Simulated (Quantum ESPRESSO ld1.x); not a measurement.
Values are calculated unless marked as measured or tabulated.
Er2+, 66 electrons, occupied as [Xe] 4f12. Level of theory: Dirac Kohn-Sham, LDA (Slater exchange, VWN5 correlation), spin-unpolarised, spherical densities, point nucleus; open shells are shared between the two j in proportion to 2j + 1 (ld1.x of Quantum ESPRESSO 7.5).

Unscreened Slater integrals over Kohn-Sham orbitals (hartree). Large and small components are both included.

integral,value
"F0(4f7/2,4f7/2)",1.1460
"F2(4f7/2,4f7/2)",0.52694
"F4(4f7/2,4f7/2)",0.32735
"F6(4f7/2,4f7/2)",0.23462
"F0(4f7/2,4f5/2)",1.1578
"F2(4f7/2,4f5/2)",0.53321
"F4(4f7/2,4f5/2)",0.33140
"G2(4f7/2,4f5/2)",0.53180
"G4(4f7/2,4f5/2)",0.33057
"G6(4f7/2,4f5/2)",0.23698
"F0(4f7/2,5p3/2)",0.71150
"F2(4f7/2,5p3/2)",0.23891
"G2(4f7/2,5p3/2)",0.12974
"G4(4f7/2,5p3/2)",0.098006
"F0(4f7/2,5p1/2)",0.75546
"G4(4f7/2,5p1/2)",0.11466
"F0(4f7/2,5s1/2)",0.82560
"G3(4f7/2,5s1/2)",0.15922
"F0(4f5/2,4f5/2)",1.1699
"F2(4f5/2,4f5/2)",0.53972
"F4(4f5/2,4f5/2)",0.33562
"F0(4f5/2,5p3/2)",0.71464
"F2(4f5/2,5p3/2)",0.23673
"G2(4f5/2,5p3/2)",0.12584
"G4(4f5/2,5p3/2)",0.095548
"F0(4f5/2,5p1/2)",0.75913
"G2(4f5/2,5p1/2)",0.14937
"F0(4f5/2,5s1/2)",0.83022
"G3(4f5/2,5s1/2)",0.15630
"F0(5p3/2,5p3/2)",0.59295
"F2(5p3/2,5p3/2)",0.31754
"F0(5p3/2,5p1/2)",0.61420
"G2(5p3/2,5p1/2)",0.32438
"F0(5p3/2,5s1/2)",0.64524
"G1(5p3/2,5s1/2)",0.41896
"F0(5p1/2,5p1/2)",0.63864
"F0(5p1/2,5s1/2)",0.67466
"G1(5p1/2,5s1/2)",0.46062
"F0(5s1/2,5s1/2)",0.71861
